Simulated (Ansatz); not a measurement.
Na₈P⁻, relaxed as a singlet with RKS PBE0-D4/def2-SVPD in Ansatz, starting from the GFN2-xTB geometry. Force threshold 0.02 eV/Å.

The restricted singlet is unstable towards broken spin symmetry in Hartree–Fock (as tested in another run); at PBE0-D4/def2-SVPD this wasn't settled. The structure comes from a short search, and lower isomers may exist.

Start:

Cartesian coordinates in Å:
```
P -0.7418 -0.5369 0.8210
Na -3.0757 0.8889 -2.4139
Na -1.4857 2.7926 -0.8581
Na 1.5694 -0.1955 1.7320
Na -2.9232 0.2958 0.4761
Na 1.2717 2.1013 -2.3355
Na 2.6027 -2.9974 1.8551
Na 3.0658 0.0259 -1.5639
Na -0.2832 -2.3746 2.2873
```

```json
{"step": "1", "energy (eV)": "-44578.5294", "largest force component (eV/Å)": "1.449", "SCF passes": "20"}
{"step": "2", "energy (eV)": "-44579.2153", "largest force component (eV/Å)": "0.775", "SCF passes": "29"}
{"step": "3", "energy (eV)": "-44579.6729", "largest force component (eV/Å)": "0.474", "SCF passes": "29"}
{"step": "4", "energy (eV)": "-44579.9541", "largest force component (eV/Å)": "0.343", "SCF passes": "29"}
{"step": "5", "energy (eV)": "-44580.1999", "largest force component (eV/Å)": "0.246", "SCF passes": "29"}
{"step": "6", "energy (eV)": "-44580.4243", "largest force component (eV/Å)": "0.373", "SCF passes": "28"}
{"step": "7", "energy (eV)": "-44580.6173", "largest force component (eV/Å)": "0.684", "SCF passes": "28"}
{"step": "8", "energy (eV)": "-44580.8075", "largest force component (eV/Å)": "0.327", "SCF passes": "28"}
{"step": "9", "energy (eV)": "-44580.8955", "largest force component (eV/Å)": "0.485", "SCF passes": "29"}
{"step": "10", "energy (eV)": "-44580.9704", "largest force component (eV/Å)": "0.532", "SCF passes": "29"}
{"step": "11", "energy (eV)": "-44581.0206", "largest force component (eV/Å)": "0.125", "SCF passes": "29"}
{"step": "13", "energy (eV)": "-44581.0882", "largest force component (eV/Å)": "0.635", "SCF passes": "29"}
{"step": "15", "energy (eV)": "-44581.2615", "largest force component (eV/Å)": "0.199", "SCF passes": "28"}
{"step": "17", "energy (eV)": "-44581.3423", "largest force component (eV/Å)": "0.126", "SCF passes": "30"}
{"step": "19", "energy (eV)": "-44581.4025", "largest force component (eV/Å)": "0.057", "SCF passes": "29"}
{"step": "21", "energy (eV)": "-44581.4138", "largest force component (eV/Å)": "0.079", "SCF passes": "28"}
{"step": "23", "energy (eV)": "-44581.4249", "largest force component (eV/Å)": "0.068", "SCF passes": "27"}
{"step": "25", "energy (eV)": "-44581.4280", "largest force component (eV/Å)": "0.032", "SCF passes": "27"}
{"step": "27", "energy (eV)": "-44581.4293", "largest force component (eV/Å)": "0.023", "SCF passes": "28"}
{"step": "29", "energy (eV)": "-44581.4299", "largest force component (eV/Å)": "0.013", "SCF passes": "27"}
{"step": "31", "energy (eV)": "-44581.4302", "largest force component (eV/Å)": "0.011", "SCF passes": "28"}
```

Force components are those of the run's own axes.

End:

```xyz
9

P    -1.002    0.385   -0.164
Na   -3.143    0.229   -1.759
Na   -1.650    2.996   -0.253
Na    1.397    0.290    1.270
Na   -2.921    0.467    1.716
Na    1.014    0.695   -1.991
Na    2.382   -3.386    1.973
Na    4.400    0.588   -1.093
Na   -0.477   -2.265    0.303
```

Bonds formed: P1–Na2, P1–Na3, P1–Na6 (atoms count from 1). Metal–metal contacts that move far: Na4–Na6 4.68 to 3.31 Å, Na4–Na7 2.99 to 3.87 Å, Na3–Na6 3.20 to 3.93 Å.

The force fell under the threshold at step 28, but the optimiser went on. No frequencies were taken in this run, so the end may be a saddle point.

Hardware: 4 threads of Arm Neoverse V1 on a shared host. Wall time 3.3 min, peak host memory 0.56 GiB.
